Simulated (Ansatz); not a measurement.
# A relaxation, step by step

ZnH4O2, singlet, PBE0-D4/def2-TZVP (Ansatz 0.2.0). Settings:

```yaml
hamiltonian: {xc: pbe0, dispersion: d4}
relax: {f_tol: 0.005, max_steps: 200}
```

Start, a step off a saddle point along its unstable mode:

```json
{"atom": "Zn1", "x (Å)": "0.1898", "y (Å)": "-0.4226", "z (Å)": "-0.1927"}
{"atom": "H2", "x (Å)": "-0.5312", "y (Å)": "0.6200", "z (Å)": "-1.3276"}
{"atom": "O3", "x (Å)": "0.7173", "y (Å)": "-2.0663", "z (Å)": "0.3291"}
{"atom": "H4", "x (Å)": "-0.4447", "y (Å)": "1.3627", "z (Å)": "-0.2628"}
{"atom": "O5", "x (Å)": "-0.0207", "y (Å)": "1.4367", "z (Å)": "0.5622"}
{"atom": "H6", "x (Å)": "0.6308", "y (Å)": "-2.6571", "z (Å)": "-0.4198"}
{"atom": "H7", "x (Å)": "-0.5414", "y (Å)": "1.7265", "z (Å)": "1.3114"}
```

```csv
step,energy less the last (meV),largest force component (eV/Å)
1,1225.4,4.171
2,752.2,1.012
3,557.5,2.194
4,408.6,2.111
5,316.2,1.189
6,222.0,0.760
7,162.9,0.252
8,134.8,0.883
9,108.6,0.924
10,40.6,0.156
11,18.4,0.503
12,18.2,0.620
13,15.3,0.281
14 (rejected trial),43.7,1.812
15,9.8,0.163
16,0.2,0.037
17,0.1,0.016
18,0.0,0.025
19,0.0,0.003
```

Step 6, positions (Å) and forces (eV/Å):

```tsv
atom	x	y	z	Fx	Fy	Fz
Zn1	0.060	-0.503	-0.730	-0.159	0.224	-0.234
H2	-0.486	0.293	-1.938	0.057	-0.043	0.032
O3	0.625	-1.764	0.404	0.081	-0.528	-0.087
H4	-0.554	1.937	0.100	0.586	-0.652	0.705
O5	-0.011	1.309	0.631	-0.760	0.716	-0.113
H6	0.689	-2.632	-0.019	0.006	0.367	0.284
H7	-0.323	1.359	1.552	0.189	-0.084	-0.586
```

Step 8, positions (Å) and forces (eV/Å):

```json
{"atom": "Zn1", "x": "0.031", "y": "-0.447", "z": "-0.896", "Fx": "-0.052", "Fy": "-0.048", "Fz": "0.066"}
{"atom": "H2", "x": "-0.442", "y": "0.213", "z": "-2.202", "Fx": "0.059", "Fy": "-0.031", "Fz": "0.024"}
{"atom": "O3", "x": "0.500", "y": "-1.563", "z": "0.448", "Fx": "0.109", "Fy": "-0.416", "Fz": "-0.127"}
{"atom": "H4", "x": "-0.643", "y": "1.992", "z": "0.369", "Fx": "0.555", "Fy": "-0.655", "Fz": "0.243"}
{"atom": "O5", "x": "-0.017", "y": "1.264", "z": "0.559", "Fx": "-0.640", "Fy": "0.478", "Fz": "0.580"}
{"atom": "H6", "x": "0.690", "y": "-2.484", "z": "0.218", "Fx": "-0.130", "Fy": "0.555", "Fz": "0.096"}
{"atom": "H7", "x": "-0.118", "y": "1.025", "z": "1.504", "Fx": "0.099", "Fy": "0.117", "Fz": "-0.883"}
```

Step 11, positions (Å) and forces (eV/Å):

| atom | x | y | z | Fx | Fy | Fz |
| --- | --- | --- | --- | --- | --- | --- |
| Zn1 | 0.011 | -0.358 | -1.006 | -0.033 | 0.063 | -0.026 |
| H2 | -0.352 | 0.099 | -2.419 | 0.023 | -0.021 | -0.007 |
| O3 | 0.401 | -1.273 | 0.519 | -0.004 | -0.071 | -0.039 |
| H4 | -0.742 | 1.857 | 0.718 | 0.258 | -0.266 | -0.005 |
| O5 | 0.012 | 1.287 | 0.519 | -0.173 | -0.291 | 0.503 |
| H6 | 0.586 | -2.210 | 0.447 | -0.014 | 0.099 | 0.070 |
| H7 | 0.084 | 0.597 | 1.221 | -0.056 | 0.487 | -0.496 |

Last step (19):

```xyz
7
angstrom
Zn -0.0161 -0.3309 -1.0368
H -0.3132 0.0777 -2.4773
O 0.3239 -1.2173 0.5225
H -0.7676 1.7600 0.8134
O 0.0201 1.2958 0.5211
H 0.5804 -2.1377 0.5212
H 0.1726 0.5523 1.1360
```

Hardware: 4 CPU threads of an Arm Neoverse V2, shared host. Wall time about 24 s.
